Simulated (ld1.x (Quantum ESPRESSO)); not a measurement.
# What one change does to a pseudopotential (Co (Z = 27), RRKJ)

cobalt (Co), norm-conserving RRKJ (Kleinman–Bylander form), made with ld1.x (Quantum ESPRESSO) 7.5 (LDA (PZ), scalar-relativistic). Core [Ar], reference 3d7 4s2 4p0. Waves: 4p (bound, empty): rc 2.15 bohr; 3d (bound): rc 1.65 bohr; 4s (bound): rc 2.35 bohr. Local part: the s channel. Core correction: a·sin(br)/r model core inside 1.15 bohr. rho0 = 0.001.

Change: local potential the p channel.

Cutoffs: the cutoffs (Ry, on a coarse ladder) from which the occupation-weighted sum of valence levels, in a spherical-Bessel basis at the reference potential, stays within 10 and 1 mRy of its value at 400 Ry; they do not see the model core or the augmentation charge, which bear on the density cutoff. Errors are all-electron minus pseudo energies relative to the spin-unpolarised reference configuration.

**Question.** How do hardness, ghosts and transferability respond?

**Answer.** The potential gets neither clearly harder nor softer (70 Ry and 100 Ry → 70 Ry and 100 Ry); a bound ghost appears in s, which as a rule spoils a file; of the 9 tests that both files solve, the error grows in 6 and shrinks in 0 by more than 15 % and 0.3 meV (median size 209.2 → 336.2 meV); the range in which the p phases agree narrows (upper end at the end of the scan → 2.9). In the separable form a ghost depends on how the local part lies against the semilocal potential of the channel, so the choice of the local part can create or remove one.

| quantity | base | changed |
| --- | --- | --- |
| cutoff, loose | 70 Ry | 70 Ry |
| cutoff, tight | 100 Ry | 100 Ry |
| bound ghosts | none | s |
| error for 3d7 4s1 4p0, meV [ΔE 9.30 eV] | -2.4 | -6.6 |
| error for 3d7 4s0 4p0, meV [ΔE 26.38 eV] | -22 | -27 |
| error for 3d6 4s0 4p0, meV [ΔE 62.57 eV] | -373 | -395 |
| error for 3d8 4s0 4p0, meV [ΔE 6.71 eV] | -209 | -281 |
| error for 3d6 4s2 4p0, meV [ΔE 15.46 eV] | -176 | -359 |
| error for 3d7.5 4s1.5 4p0, meV [ΔE -0.98 eV] | -43 | -64 |
| error for 3d6 4s2 4p1, meV [ΔE 9.77 eV] | -219 | -336 |
| error for 3d7 4s2 4p0 (spin-polarised), meV [ΔE -1.98 eV] | +440 | +432 |
| error for 3d7 4s1 4p0 (spin-polarised), meV [ΔE 6.72 eV] | +443 | +427 |
| s: phases at 2.55 bohr within 0.05 rad from the reference energy up to (Ry; the scan ends near 5) | 2.6 | 3.1 |
| p: phases at 2.55 bohr within 0.05 rad from the reference energy up to (Ry; the scan ends near 5) | to the end of the scan | 2.9 |
| d: phases at 2.55 bohr within 0.05 rad from the reference energy up to (Ry; the scan ends near 5) | 0.5 | 0.3 |

 A true bound ghost makes a file unfit for plane-wave use even where its test errors are small: the radial tests pick states by their node count and pass the ghost by.
